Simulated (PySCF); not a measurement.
B₂Cl₃, SMILES Cl[B]B(Cl)Cl, multiplicity 2. Atoms are numbered in the order given.

```xyz
5

Cl     0.0000     0.0000     2.7265
B      0.0000     0.0000     1.0391
B      0.0000     0.0000    -0.5566
Cl     0.0000    -1.5424    -1.4342
Cl     0.0000     1.5424    -1.4342
```
Charge 0, spin multiplicity 2.

Coordinates come from a B3LYP-D3(BJ)/def2-SVP optimisation. The isomer is the one that the SMILES or the coordinates give; other isomers of the formula were not compared. One conformer was computed; it need not be the lowest.

Calculation: TDA-PBE0/def2-SVPD (PySCF).

Vertical excitations. Gas-phase values at a fixed geometry.

```
state    energy (eV)  λ (nm)      f                                main pairs
-------  -----------  ------  -----  ----------------------------------------
root 1          1.32     936  0.000                          α HOMO→LUMO 99 %
root 2          4.35     285  0.000      α HOMO→LUMO+1 17 %, β HOMO→LUMO 80 %
root 3          4.53     274  0.008      α HOMO→LUMO+1 78 %, β HOMO→LUMO 18 %
root 4          4.62     269  0.000                        β HOMO−1→LUMO 99 %
root 5          4.69     265  0.195                        α HOMO→LUMO+2 87 %
root 6          4.73     262  0.000    α HOMO−2→LUMO 52 %, β HOMO→LUMO+1 40 %
root 7          4.94     251  0.015                        β HOMO−2→LUMO 86 %
root 8          5.20     239  0.022  α HOMO−1→LUMO 78 %, β HOMO−1→LUMO+1 17 %
root 9          5.47     227  0.001                        α HOMO→LUMO+3 87 %
root 10         5.58     222  0.000  α HOMO−3→LUMO 81 %, β HOMO−2→LUMO+1 13 %
```
Unrestricted roots are not spin-pure.
